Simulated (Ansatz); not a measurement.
Two members of one family (Series Mo(O)X4), computed with Ansatz in the gas phase; def2 core potentials for Mo, no spin–orbit coupling. Binding counts from free atoms in the multiplicity of their measured ground term, without zero-point energy. A dash marks a value that wasn't run or was left out as unsound. The structures are stationary points that may keep the symmetry of their start. Remarks come from the PBE and PBE0 runs and from stability tests at other levels; not every state was tested. HOMO above LUMO (over both spins in singlets and doublets, within one spin in higher multiplets; at PBE or PBE0), or a gap under 0.15 eV within one spin, warns that the state may not be the lowest or that an electron is smeared out.

First: MoOF4 (singlet, charge 0, PBE-D4/def2-SVP geometry).

```tsv
atom	x (Å)	y (Å)	z (Å)
Mo1	-0.028	0.030	0.013
O2	-1.104	1.187	0.541
F3	1.638	0.647	0.541
F4	0.454	0.564	-1.694
F5	-1.072	-1.255	-0.818
F6	0.112	-1.172	1.417
```

```csv
level,HOMO (eV),LUMO (eV),gap (eV),vertical IE (eV),vertical triplet (eV),binding per atom (eV)
PBE-D4/def2-SVP,-9.95,-5.74,4.21,–,–,4.93
PBE-D4/def2-TZVP,-10.07,-5.83,4.24,13.44,4.28,4.77
r2SCAN-D4/def2-TZVP,-10.56,-5.97,4.59,13.74,4.31,4.47
PBE0-D4/def2-SVP,-11.97,-5.35,6.62,–,–,4.33
PBE0-D4/def2-TZVP,-11.96,-5.29,6.67,14.09,4.15,4.23
```

Metal–donor distances: 1 × O 1.67 Å, 4 × F 1.85 Å. Remarks: gap within one spin near zero at PBE or PBE0 (+1 doublet), gap within one spin near zero at PBE or PBE0 (triplet).

Second: MoOCl4 (singlet, charge 0, PBE-D4/def2-SVP geometry).

```xyz
6

Mo   -0.081    0.009   -0.024
O    -1.662    0.191   -0.507
Cl    0.323   -2.245   -0.329
Cl   -0.249   -0.457    2.231
Cl    0.545    2.145    0.594
Cl    1.124    0.357   -1.965
```

Problem. Estimate the same table for the second.

Solution. 
```
              level  HOMO (eV)  LUMO (eV)  gap (eV)  vertical IE (eV)  vertical triplet (eV)  binding per atom (eV)
    PBE-D4/def2-SVP      -7.56      -6.14      1.42                 –                      –                   3.77
   PBE-D4/def2-TZVP      -7.63      -6.21      1.42             10.28                   1.39                   3.70
r2SCAN-D4/def2-TZVP      -7.98      -6.36      1.62                 –                   1.34                   3.47
   PBE0-D4/def2-SVP      -8.97      -5.81      3.17                 –                      –                   3.33
  PBE0-D4/def2-TZVP      -8.97      -5.78      3.19             10.82                   1.27                   3.29
```

Metal–donor distances: 1 × O 1.66 Å, 4 × Cl 2.31 Å. Remarks: restricted SCF unstable in HF.
